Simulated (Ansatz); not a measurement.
Born–Oppenheimer molecular dynamics of H6OW (8 atoms, charge 0, multiplicity 1). It goes on from the last frame of an earlier run, with new velocities.

The calculation used RKS r2SCAN/def2-SVP (Ansatz 0.2.0).

- ensemble: NVT, Nosé–Hoover chain
- time step: 1 fs
- steps asked: 100
- set temperature: 200 K
- thermostat: time constant 100 fs, chain length 3 (defaults)
- seed: 211195

First frame:

```xyz
8
Properties=species:S:1:pos:R:3
W 0.245 0.105 0.233
H -0.441 -0.847 1.507
O 2.080 -0.017 -0.001
H 2.396 -0.263 -0.897
H -0.374 1.577 0.750
H -0.834 0.851 -0.751
H -0.859 -1.105 -0.167
H 0.236 -0.290 -1.310
```

How far do the bonds stretch over the last three quarters of this one trajectory? (Pairs bonded in most of those frames.)


| bond | mean (Å) | spread (Å) | shortest | longest |
| --- | --- | --- | --- | --- |
| W1–H2 | 1.706 | 0.037 | 1.65 | 1.77 |
| W1–O3 | 1.857 | 0.034 | 1.80 | 1.92 |
| W1–H5 | 1.704 | 0.035 | 1.65 | 1.76 |
| W1–H6 | 1.699 | 0.038 | 1.64 | 1.77 |
| W1–H7 | 1.697 | 0.010 | 1.68 | 1.72 |
| W1–H8 | 1.688 | 0.072 | 1.57 | 1.81 |
| O3–H4 | 0.969 | 0.009 | 0.95 | 0.98 |

Mean temperature of the second half: 374 K. The conserved energy stayed within 0.41 meV per atom of its start (net change -0.35 meV per atom), so the integration is sound. The mean temperature of the second half is 87 % above the set value. A run of 0.1 ps of so small a system gives no equilibrium averages.

The run took 4.3 min on 1 thread of Intel(R) Xeon(R) Platinum 8488C (Sapphire Rapids), with other jobs on the host, peak memory 0.17 GiB.
